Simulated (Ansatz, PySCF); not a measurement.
Gas-phase reaction (SMILES): O=CC=O -> O=[C-]C=O + H+; deprotonation at the site shown.

Geometries: B3LYP-D3(BJ)/def2-TZVP minima from Ansatz (a program for electronic structure), one conformer each, not searched for the lowest. Correlated levels leave the core frozen unless marked. Spin-orbit coupling is left out. Non-relativistic. CBS(X,Y): correlation extrapolated as X^-3; Hartree-Fock from the larger set. [CCSD(T)-MP2]/basis is that difference in the basis named. Unstable Hartree-Fock reference: O=CC=O, O=[C-]C=O. Anions need diffuse functions, of which def2-TZVPD holds fewer than the aug- sets. Thermal terms are rigid-rotor harmonic-oscillator values from B3LYP-D3(BJ) frequencies (PySCF) at 298.15 K and 1 atm. 1 Eh = 627.5095 kcal/mol. The proton has no electrons: its energy is zero and its thermal terms are those of translation.

```
species    E, RI-MP2/CBS(aug-cc-pVTZ,aug-cc-pVQZ)+[CCSD(T)-MP2]/aug-cc-pVTZ (Ansatz) (Eh)  E, r2SCAN-D4/def2-TZVPD (Ansatz + dftd4) (Eh)  H - E (Eh)  G - E (Eh)
---------  ------------------------------------------------------------------------------  ---------------------------------------------  ----------  ----------
O=CC=O                                                                         -227.60312                                     -227.79721     0.04202     0.01116
O=[C-]C=O                                                                      -226.99983                                     -227.20372     0.02798    -0.00314
H+                                                                                0.00000                                        0.00000     0.00236    -0.01000
```

Q: Work out ΔE and ΔH, ΔG, ΔS and the equilibrium constant at 298.15 K at the first level, then ΔH at the second.

A: 
1. ΔE = [(-226.99983) + (0.00000)] - [(-227.60312)] = 0.60329 Eh = 378.6 kcal/mol at RI-MP2/CBS(aug-cc-pVTZ,aug-cc-pVQZ)+[CCSD(T)-MP2]/aug-cc-pVTZ.
2. The terms H - E add up to -0.01168 Eh, so ΔH = (0.60329 + (-0.01168))×627.5095 = 371.2 kcal/mol.
3. The terms G - E add up to -0.02430 Eh, so ΔG = 363.3 kcal/mol, and ΔS = (-0.01168 - (-0.02430))×627509.5/298.15 = 26.6 cal/(mol K).
4. log10 K = -ΔG/(RT ln 10) = -266.3, with RT ln 10 = 1.3642 kcal/mol.
5. At r2SCAN-D4/def2-TZVPD the same steps give ΔE = 372.4 and ΔH = 365.1 kcal/mol, a shift of -6.1 from the first level.
6. These values are not checked against measurement here, since the tables used lack a sound gas-phase enthalpy of formation for at least one species, or one in the same ion convention.
